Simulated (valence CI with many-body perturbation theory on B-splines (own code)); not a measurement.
## E1 transitions of Rh⁴⁰⁺

Calculated by configuration interaction combined with many-body perturbation theory (CI+MBPT): three valence electrons over a frozen Dirac-Fock core [He], a basis of 11 s, 11 p, 10 d, 8 f, 5 g, 2 h functions for each j, with the one-electron correlation potential Σ1, the two-electron term Σ2, the three-electron term Σ3, Breit, model QED; selected CI, second order for the rest, scaled by the run's own slope (own B-spline code, finite nucleus).

The last digits are not significant, and no measured levels were compared; by estimate large intervals hold to a few tenths of a per cent, small ones and those within an open d or f shell to about a per cent.

Lines 101 to 150 of 532 in falling wavelength, among levels below 40446 × 10³ cm⁻¹, chosen from the strongest by gf and those to the six lowest levels. Wavelengths and rates use the calculated energies. Electric multipoles are in the length gauge, E1 and E2 with the static RPA response of the core. Weak lines are less certain than strong ones. Lines between different terms over intervals too small for the method are left out, as are lines whose strength nearly cancels. The highest levels of a list are the least certain.

Levels are named by their leading jj configuration (3d3/2^4 stands for four electrons in 3d with j = 3/2), which in mixed levels can hold well under half, so a name can repeat and another be missing. Letters in brackets count levels of one name in rising energy.

```csv
λ vac (Å),Upper,Lower,A (s⁻¹),S (a.u.) with core polarisation,S without
48.26,(2p3/2^2 3p3/2) J=7/2,(2s 2p3/2 3p3/2) J=5/2 [b],7.77e+10,3.45e-02,3.46e-02
47.97,(2p3/2^2 3s) J=5/2,(2s 2p3/2 3s) J=3/2 [b],8.76e+10,2.86e-02,2.87e-02
47.62,(2p3/2^2 3p1/2) J=5/2,(2s 2p3/2 3p1/2) J=3/2 [b],8.50e+10,2.72e-02,2.73e-02
47.22,(2p3/2^2 3d3/2) J=7/2,(2s 2p3/2 3d3/2) J=5/2 [b],4.47e+10,1.86e-02,1.86e-02
46.32,(2s 2p3/2^2) J=5/2,(2s^2 2p3/2) J=3/2,4.17e+10,1.23e-02,1.23e-02
45.79,(2p1/2 2p3/2^2) J=3/2,(2s 2p1/2 2p3/2) J=1/2,9.12e+10,1.73e-02,1.73e-02
45.16,(2p1/2 2p3/2^2) J=3/2,(2s 2p1/2 2p3/2) J=3/2 [b],2.25e+10,4.09e-03,4.10e-03
42.94,(2p3/2^2 3d3/2) J=7/2,(2s 2p3/2 3d5/2) J=7/2 [a],5.87e+10,1.84e-02,1.84e-02
42.72,(2p3/2^3) J=3/2,(2s 2p3/2^2) J=3/2,2.78e+11,4.28e-02,4.29e-02
42.58,(2p1/2 2p3/2^2) J=5/2,(2s 2p1/2 2p3/2) J=3/2 [b],1.01e+11,2.30e-02,2.31e-02
42.48,(2p1/2 2p3/2 3d5/2) J=9/2,(2s 2p1/2 3d5/2) J=7/2,7.52e+10,2.85e-02,2.85e-02
42.35,(2p3/2^2 3d5/2) J=5/2 [b],(2s 2p3/2 3d5/2) J=5/2 [b],1.15e+11,2.58e-02,2.59e-02
42.31,(2p1/2 2p3/2 3d5/2) J=7/2 [a],(2s 2p1/2 3d5/2) J=5/2 [a],7.87e+10,2.35e-02,2.36e-02
42.28,(2p1/2 2p3/2 3p3/2) J=7/2,(2s 2p1/2 3p3/2) J=5/2,9.80e+10,2.92e-02,2.93e-02
42.01,(2p1/2 2p3/2 3p3/2) J=5/2 [a],(2s 2p1/2 3p3/2) J=3/2 [a],9.05e+10,1.99e-02,1.99e-02
41.87,(2p3/2^2 3p3/2) J=5/2,(2s 2p3/2 3p3/2) J=5/2 [a],9.14e+10,1.99e-02,1.99e-02
41.71,(2s 2p3/2 3d5/2) J=7/2 [b],(2s^2 3d5/2) J=5/2,1.43e+11,4.10e-02,4.11e-02
41.56,(2p1/2 2p3/2 3d3/2) J=7/2,(2s 2p1/2 3d3/2) J=5/2,6.93e+10,1.96e-02,1.97e-02
41.25,(2s 2p3/2 4p3/2) J=5/2 [b],(2s^2 4p3/2) J=3/2,1.81e+11,3.77e-02,3.78e-02
41.24,(2p3/2^2 3s) J=1/2,(2s 2p3/2 3s) J=3/2 [b],2.39e+11,1.65e-02,1.66e-02
41.15,(2s 2p3/2 3p3/2) J=5/2 [b],(2s^2 3p3/2) J=3/2,1.44e+11,2.97e-02,2.98e-02
41.06,(2s 2p3/2 3d3/2) J=5/2 [b],(2s^2 3d3/2) J=3/2,1.34e+11,2.75e-02,2.76e-02
41.01,(2p3/2^2 3d5/2) J=5/2 [b],(2s 2p3/2 3d5/2) J=7/2 [b],1.43e+11,2.92e-02,2.93e-02
40.98,(2p1/2 2p3/2 3p1/2) J=5/2,(2s 2p1/2 3p1/2) J=3/2,9.75e+10,1.99e-02,1.99e-02
40.96,(2s 2p3/2 4p1/2) J=3/2 [b],(2s^2 4p1/2) J=1/2,1.82e+11,2.47e-02,2.48e-02
40.94,(2s 2p3/2 4s) J=3/2 [b],(2s^2 4s) J=1/2,1.80e+11,2.44e-02,2.45e-02
40.92,(2s 2p3/2 4p3/2) J=3/2 [b],(2s^2 4p3/2) J=3/2,1.92e+11,2.60e-02,2.60e-02
40.71,(2p1/2 2p3/2 3s) J=5/2,(2s 2p1/2 3s) J=3/2,1.13e+11,2.27e-02,2.27e-02
40.58,(2p3/2^2 3p3/2) J=3/2 [b],(2s 2p3/2 3p3/2) J=5/2 [b],1.25e+11,1.65e-02,1.65e-02
40.55,(2p3/2^2 3d3/2) J=3/2 [b],(2s 2p3/2 3d3/2) J=5/2 [b],1.26e+11,1.65e-02,1.66e-02
40.41,(2s 2p3/2 3d5/2) J=5/2 [b],(2s^2 3d5/2) J=5/2,1.83e+11,3.59e-02,3.59e-02
40.40,(2s 2p3/2 3p1/2) J=3/2 [b],(2s^2 3p1/2) J=1/2,1.76e+11,2.29e-02,2.29e-02
40.27,(2s 2p3/2 3s) J=3/2 [b],(2s^2 3s) J=1/2,1.91e+11,2.46e-02,2.47e-02
40.12,(2p3/2^2 3s) J=3/2,(2s 2p3/2 3s) J=3/2 [a],1.32e+11,1.68e-02,1.68e-02
40.04,(2s 2p3/2 3d5/2) J=3/2 [b],(2s^2 3d5/2) J=5/2,2.22e+11,2.81e-02,2.82e-02
39.75,(2p3/2^2 3p3/2) J=7/2,(2s 2p3/2 3p3/2) J=7/2,1.13e+11,2.81e-02,2.82e-02
39.71,(2p3/2^2 3p1/2) J=3/2,(2s 2p3/2 3p1/2) J=3/2 [a],1.21e+11,1.49e-02,1.50e-02
39.69,(2p3/2^2 3p1/2) J=5/2,(2s 2p3/2 3p1/2) J=5/2,1.21e+11,2.25e-02,2.25e-02
39.61,(2p3/2^2 3d5/2) J=9/2,(2s 2p3/2 3d5/2) J=9/2,1.04e+11,3.18e-02,3.19e-02
39.27,(2p1/2 2p3/2^2) J=3/2,(2s 2p1/2 2p3/2) J=5/2,2.15e+10,2.57e-03,2.57e-03
39.26,(2s 2p1/2 2p3/2) J=3/2 [b],(2s^2 2p1/2) J=1/2,1.82e+11,2.17e-02,2.17e-02
38.80,(2s 2p1/2 2p3/2) J=1/2,(2s^2 2p1/2) J=1/2,2.71e+11,1.56e-02,1.56e-02
38.44,(2p1/2 2p3/2^2) J=1/2,(2s 2p1/2 2p3/2) J=3/2 [b],2.67e+11,1.50e-02,1.50e-02
37.92,(2s 2p3/2^2) J=1/2,(2s^2 2p3/2) J=3/2,2.28e+11,1.23e-02,1.23e-02
37.79,(2s 2p3/2^2) J=3/2,(2s^2 2p3/2) J=3/2,3.61e+11,3.84e-02,3.85e-02
37.66,(2p1/2^2 2p3/2) J=3/2,(2s 2p1/2^2) J=1/2,1.29e+11,1.36e-02,1.36e-02
37.29,(2p1/2 2p3/2^2) J=5/2,(2s 2p1/2 2p3/2) J=5/2,1.25e+11,1.92e-02,1.93e-02
36.32,(2p1/2 2p3/2^2) J=3/2,(2s 2p1/2 2p3/2) J=3/2 [a],1.53e+11,1.45e-02,1.45e-02
11.35,(2s 2p3/2 4f7/2) J=5/2,(2s 2p3/2 3d3/2) J=3/2 [b],1.46e+12,6.33e-03,6.33e-03
11.21,(2p1/2^2 4f7/2) J=7/2,(2p1/2 2p3/2 3s) J=5/2,8.62e+11,4.79e-03,4.80e-03
```
